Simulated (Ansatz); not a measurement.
Reaction (formal exchange of groups at the Si–H bond): `O[SiH2]CCl` + `[SiH3]C1(Cl)C=C1` → `O[SiH]([SiH3])CCl` + `ClC1C=C1`

Isolated molecules relaxed with PBE0-D4/def2-TZVP in Ansatz; ΔE leaves out vibrations. CBS: MP2 limit from def2 TZ/QZ plus the TZ coupled-cluster correction, frozen cores. DFT in def2-TZVPP. Each species was taken in one conformer, which may not be the lowest.

`O[SiH2]CCl`:

Z-matrix (Å, degrees):
```
Si
C 1 1.881
O 1 1.642 2 110.3
H 1 1.486 2 107.4 3 -122.7
H 1 1.483 2 109.9 3 116.9
Cl 2 1.793 1 107.6 3 56.2
H 2 1.090 1 112.6 3 -61.7
H 2 1.091 1 112.9 3 174.6
H 3 0.960 1 116.1 2 -53.7
```

`[SiH3]C1(Cl)C=C1`:

Cartesian coordinates in Å:
```
Si -0.062 -1.489 -0.102
C 0.035 0.316 0.390
Cl 0.146 0.393 2.220
C -0.609 1.459 -0.284
C 0.679 1.410 -0.360
H -0.154 -1.556 -1.586
H 1.156 -2.204 0.355
H -1.266 -2.114 0.501
H -1.547 1.952 -0.474
H 1.623 1.832 -0.661
```

`O[SiH]([SiH3])CCl`:

Cartesian coordinates in Å:
```
O -0.086 1.104 1.624
Si -0.241 0.591 0.066
Si 1.904 0.045 -0.698
C -1.381 -0.911 0.003
Cl -2.920 -0.471 0.811
H -0.909 1.241 2.102
H -0.875 1.628 -0.797
H 2.492 -1.044 0.129
H 2.801 1.230 -0.653
H 1.812 -0.430 -2.107
H -1.622 -1.212 -1.017
H -0.975 -1.771 0.537
```

`ClC1C=C1`:

Z-matrix (Å, degrees):
```
C
C 1 1.464
C 1 1.464 2 52.5
Cl 1 1.799 2 119.8 3 106.4
H 1 1.085 2 124.0 3 -109.4
H 2 1.077 1 145.7 3 -176.4
H 3 1.077 1 145.7 2 176.4
```

CCSD(T)/CBS gives +2.1 kJ/mol.

(1) Another level gave +3.8 kJ/mol. Which?
A. ωB97M-V/def2-TZVPP
B. SCS-MP2/def2-TZVPP
C. r2SCAN/def2-TZVPP
D. PBE/def2-TZVPP

Largest T1 diagnostic among the species: 0.011.

Answers

(1) A. ωB97M-V 3.8, PBE -13.1, r2SCAN -3.8, SCS-MP2/def2-TZVPP 9.2 kJ/mol.
